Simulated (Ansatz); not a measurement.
Reaction (formal exchange of groups at a B–C bond): `C=CCB(C)F` + `CCCCl` → `CB(F)CCl` + `C=CCCC`

Program: Ansatz. Geometries: PBE0-D4/def2-TZVP. ΔE: electronic, gas phase. CCSD(T)/CBS is the MP2 limit (def2-TZVPP, def2-QZVPP) plus CCSD(T) − MP2 in def2-TZVPP, frozen cores. Functionals use def2-TZVPP. Each species was taken in one conformer, which may not be the lowest.

`C=CCB(C)F`:

Z-matrix (Å, degrees):
```
C
C 1 1.499
B 1 1.576 2 106.6
H 1 1.092 2 110.2 3 -121.1
H 1 1.096 2 109.8 3 118.9
C 2 1.327 1 125.2 3 105.7
H 2 1.088 1 115.8 3 -71.5
C 3 1.559 1 124.4 2 -101.0
F 3 1.336 1 116.7 2 77.5
H 6 1.086 2 121.6 1 2.7
H 6 1.084 2 121.4 1 -178.0
H 8 1.094 3 111.2 1 40.5
H 8 1.091 3 113.5 1 164.4
H 8 1.098 3 108.7 1 -75.6
```

`CCCCl`:

Z-matrix (Å, degrees):
```
C
C 1 1.517
H 1 1.091 2 111.0
H 1 1.092 2 111.0 3 120.1
H 1 1.094 2 111.1 3 -120.0
C 2 1.511 1 114.0 3 61.1
H 2 1.094 1 110.4 3 -61.9
H 2 1.097 1 109.9 3 -179.2
Cl 6 1.790 2 112.2 1 -64.7
H 6 1.089 2 111.6 1 176.4
H 6 1.091 2 111.6 1 54.3
```

`CB(F)CCl`:

```xyz
10

C    -1.311   -0.436   -0.227
B     0.238   -0.524   -0.107
F     0.862   -1.630   -0.507
C     1.147    0.631    0.468
Cl    1.357    1.684   -0.976
H    -1.746   -0.834    0.699
H    -1.704   -1.040   -1.047
H    -1.667    0.591   -0.327
H     2.141    0.315    0.783
H     0.684    1.242    1.241
```

`C=CCCC`:

Z-matrix (Å, degrees):
```
C
C 1 1.491
C 1 1.526 2 112.9
H 1 1.095 2 109.7 3 -122.7
H 1 1.098 2 109.3 3 120.8
C 2 1.326 1 125.2 3 119.3
H 2 1.089 1 115.9 3 -59.7
C 3 1.518 1 112.7 2 178.0
H 3 1.095 1 108.9 2 -59.6
H 3 1.096 1 109.2 2 55.8
H 6 1.084 2 121.7 1 -179.4
H 6 1.086 2 121.3 1 0.8
H 8 1.092 3 111.5 1 179.8
H 8 1.094 3 111.1 1 59.7
H 8 1.094 3 111.1 1 -60.0
```

Q: Is it downhill or uphill in electronic energy at CCSD(T)/CBS, and by how much? (Best estimate.)

A: Computed: Uphill: ΔE = +0.12 eV.

Q: What do these levels give: ωB97M-V, HF/def2-TZVPP, CCSD(T)/def2-TZVPP, MP2/def2-QZVPP, HF/CBS(def2), CCSD/CBS(def2)? (An estimate is asked.)

A: Ansatz gave: ωB97M-V 0.13, HF/def2-TZVPP 0.09, CCSD(T)/def2-TZVPP 0.11, MP2/def2-QZVPP 0.14, HF/CBS(def2) 0.09, CCSD/CBS(def2) 0.12 eV.

Largest T1 diagnostic among the species: 0.012.
